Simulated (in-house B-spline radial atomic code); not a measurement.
Binding energies in Pb LII (Pb51+)

NIST's tabulated ground configuration is [Ar] 3d10 4s2 4p1; each binding energy is the energy of the ion with one electron taken from that subshell, relaxed, less that of the parent. Level of theory: Dirac-Hartree-Fock, average of configuration, Fermi nucleus of rms radius 5.5012 fm; calculated with a radial B-spline atomic code at the basis-set limit. Energies include first-order Breit, QED and recoil terms.

| subshell | X-ray name | binding energy (eV) | -ε (eV) | relaxation (eV) |
| --- | --- | --- | --- | --- |
| 1s | K | 90856.8 | 91407.3 | 56.3 |
| 2s | L1 | 18672.7 | 18759.0 | 21.0 |
| 3s | M1 | 6515 | 6533.7 | 3.8 |
| 3d3/2 | M4 | 5262.8 | 5274.1 | 5.2 |
| 3d5/2 | M5 | 5154.4 | 5163.5 | 4.8 |
| 4s | N1 | 3148.2 | 3153.6 | 0.4 |
| 4p | N2,3 | 2922.7 | 2926.5 | 0.3 |

Relaxation = -ε minus the binding energy without Breit, QED and recoil terms.

(1) What does it cost to remove both a 3s and a 3d5/2 electron?

(2) What does it cost to remove two 3d5/2 electrons?

(3) What does it cost to remove two 1s electrons?

## Answers

(1) 11803 eV, which is 134 eV more than the two single binding energies together.

(2) 10452 eV, which is 143.7 eV more than the two single binding energies together.

(3) 183440 eV, which is 1723 eV more than the two single binding energies together.
